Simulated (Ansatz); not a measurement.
Reactions of C₂H₈OSi₂, SMILES `OC=C[SiH2][SiH3]`.

Computed with Ansatz on PBE0-D4/def2-TZVP structures; ΔE is electronic, products minus reactants. CCSD(T)/CBS is the MP2 limit (def2-TZVPP, def2-QZVPP) plus CCSD(T) − MP2 in def2-TZVPP, frozen cores. Double bonds are as drawn, so ΔE can hold a change between cis and trans. Elements past krypton have def2 core potentials. For As, I, In, Sc outer-core shells are correlated without core-valence functions, which leaves a few kJ/mol of doubt a bond. Scalar relativity is left out up to krypton. Each species was taken in one conformer, which may not be the lowest.

Question: Order these by ΔE at CCSD(T)/CBS, lowest first. (Estimate.)
A. `O/C=C/[SiH2][SiH3]` + `[OH][In]([SH])[Cl]` → `[SiH3][O][In]([SH])[Cl]` + `O/C=C/[SiH3]`
B. `O/C=C/[SiH2][SiH3]` + `O=C(O)O` → `O=C(O)O[SiH3]` + `O/C=C/[SiH3]`
C. `O/C=C/[SiH2][SiH3]` + HI → `O/C=C\I` + `[SiH3][SiH3]`
D. `O/C=C/[SiH2][SiH3]` + `N[AsH2]` → `[SiH3]N[AsH2]` + `O/C=C/[SiH3]`
E. `O/C=C/[SiH2][SiH3]` + `[NH2][Sc]([OH])[OH]` → `[NH2][Sc]([OH])[O][SiH3]` + `O/C=C/[SiH3]`
F. `O/C=C/[SiH2][SiH3]` + `C=C[SiH2][SiH3]` → `C=C[SiH]([SiH3])[SiH3]` + `O/C=C/[SiH3]`

Answer: E (-28.3 kcal/mol), A (-25.3 kcal/mol), B (-20.6 kcal/mol), D (-14.4 kcal/mol), F (-2.9 kcal/mol), C (+8.3 kcal/mol).

Largest T1 diagnostic: 0.016, for `[NH2][Sc]([OH])[OH]`.
